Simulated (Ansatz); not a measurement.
Stepwise reaction of `[OH][GaH][OH]` with hydrogen, as a gas-phase model of exchange steps in deposition or etching. ΔE in kJ/mol; ΔG adds harmonic PBE0-D4 terms to CCSD(T)/CBS, at 1 bar.

Calculated with Ansatz (gas phase, PBE0-D4/def2-TZVP geometries, no zero-point term in ΔE). CCSD(T)/CBS adds triple-zeta CCSD(T) − MP2 to the extrapolated MP2 energy (def2 sets, frozen cores). This one scheme is used for every species. DFT in def2-TZVPP. B3LYP here is the variant with VWN-RPA as its local correlation; programs differ in this. For Ga outer-core shells are correlated without core-valence functions, which leaves a few kJ/mol of doubt a bond. Scalar relativity is left out up to krypton. Each species was taken in one conformer, which may not be the lowest.

```json
{"step": "2", "reaction": "`[OH][GaH2]` + H₂ → `[GaH3]` + H₂O", "PBE-D4": "54.3", "B3LYP-D4": "53.7", "ωB97M-V": "50.2", "CCSD(T)/CBS": "53.6", "ΔG(400 K)": "56.4"}
```

Give the row of step 1, `[OH][GaH][OH]` + H₂ → `[OH][GaH2]` + H₂O. (Best estimate.)

Ansatz gave: 
| step | reaction | PBE-D4 | B3LYP-D4 | ωB97M-V | CCSD(T)/CBS | ΔG(400 K) |
| --- | --- | --- | --- | --- | --- | --- |
| 1 | `[OH][GaH][OH]` + H₂ → `[OH][GaH2]` + H₂O | 43.9 | 45.5 | 43.3 | 46.7 | 45.2 |

By hand: ΔE of the 2 steps together at CCSD(T)/CBS.

(46.7) + (53.6) = 100.3 kJ/mol, or 50.2 kJ/mol a step.

In ΔE each step is higher than the one before. All are uphill at CCSD(T)/CBS. ΔG lies between 45.2 and 56.4 kJ/mol a step. PBE-D4 differs from CCSD(T)/CBS by -2.8 to 0.7 kJ/mol a step. Isolated molecules leave out the surface, adducts and barriers. Largest T1 diagnostic: 0.015.
